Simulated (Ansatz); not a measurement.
Consider the formal hydrolysis of the Sn–O bond: `C[O][SnH2][SeH]` + H₂O → `[OH][SnH2][SeH]` + CH₃OH.

Program: Ansatz. Geometries: PBE0-D4/def2-TZVP. ΔE: electronic, gas phase. CBS: MP2 limit from def2 TZ/QZ plus the TZ coupled-cluster correction, frozen cores. This one scheme is used for every species. Functionals use def2-TZVPP. B3LYP here is the variant with VWN-RPA as its local correlation; programs differ in this. def2 core potentials past Kr. For Se, Sn outer-core shells are correlated without core-valence functions, which leaves a few kJ/mol of doubt a bond. Scalar relativity is left out up to krypton. Each species was taken in one conformer, which may not be the lowest.

`C[O][SnH2][SeH]`:

Cartesian coordinates in Å:
```
C -0.672 1.505 0.074
O -1.009 0.383 -0.700
Sn -0.138 -1.340 -0.346
Se 2.366 -1.026 -0.471
H -0.931 1.376 1.135
H 0.397 1.749 0.011
H -1.236 2.362 -0.304
H -0.674 -2.325 -1.619
H -0.559 -1.831 1.234
H 2.455 -0.854 0.985
```

H₂O:

Cartesian coordinates in Å:
```
O 0.133 -0.257 -0.260
H 0.560 0.029 0.551
H -0.693 0.228 -0.291
```

`[OH][SnH2][SeH]`:

Z-matrix (Å, degrees):
```
Sn
Se 1 2.526
O 1 1.964 2 108.8
H 1 1.698 2 113.0 3 113.8
H 1 1.706 2 106.2 3 -118.3
H 2 1.469 1 91.6 3 -67.9
H 3 0.960 1 112.5 2 -42.2
```

CH₃OH:

Z-matrix (Å, degrees):
```
C
O 1 1.409
H 1 1.097 2 112.4
H 1 1.090 2 107.0 3 -118.5
H 1 1.097 2 112.4 3 123.0
H 2 0.959 1 108.5 3 -61.6
```

Task: Is it downhill or uphill in electronic energy at CCSD(T)/CBS, and by how much? (Estimate.)

Result: The calculation gave: Uphill: ΔE = +3.6 kJ/mol.

Task: What do these levels give: LDA (SPW92), BLYP-D4, B3LYP-D4, r2SCAN0-D4, revPBE, r2SCANh, RPA@PBE/def2-TZVPP, HF/def2-SVP, CCSD/def2-SVP, MP2/def2-TZVPP, SCS-MP2/def2-TZVPP, MP2/CBS(def2)? (An estimate is asked.)

Result: Ansatz gave: LDA (SPW92) -0.5, BLYP-D4 0.7, B3LYP-D4 -0.1, r2SCAN0-D4 -1.9, revPBE -7.4, r2SCANh -3.2, RPA@PBE/def2-TZVPP 0.5, HF/def2-SVP -7.1, CCSD/def2-SVP -0.9, MP2/def2-TZVPP 2.6, SCS-MP2/def2-TZVPP -0.2, MP2/CBS(def2) 5.1 kJ/mol.

Task: What do rigid-rotor, harmonic-oscillator terms from PBE0-D4/def2-TZVP frequencies (298.15 K, 1 bar) make of the CCSD(T)/CBS value? (An estimate is asked.)

Result: Ansatz gave: ΔZPE = +4.2 kJ/mol, ΔH = +5.0 kJ/mol, ΔS = 11 J/(mol·K), ΔG = +1.7 kJ/mol.

Largest T1 diagnostic among the species: 0.012.

In def2-TZVPP, CCSD(T) changes the Hartree–Fock value by +10.1 kJ/mol (the triples alone add +1.7 kJ/mol) and MP2 by +11.6 kJ/mol. The D4 term adds +6.9 kJ/mol with B3LYP and +4.0 kJ/mol with PBE0; it sums over pairs of atoms, weighted by their polarisabilities, and B3LYP, whose exchange is more repulsive, gets the larger term. At CCSD(T), def2-SVP lies −3.3 kJ/mol from the extrapolated value and def2-TZVPP −2.5 kJ/mol.
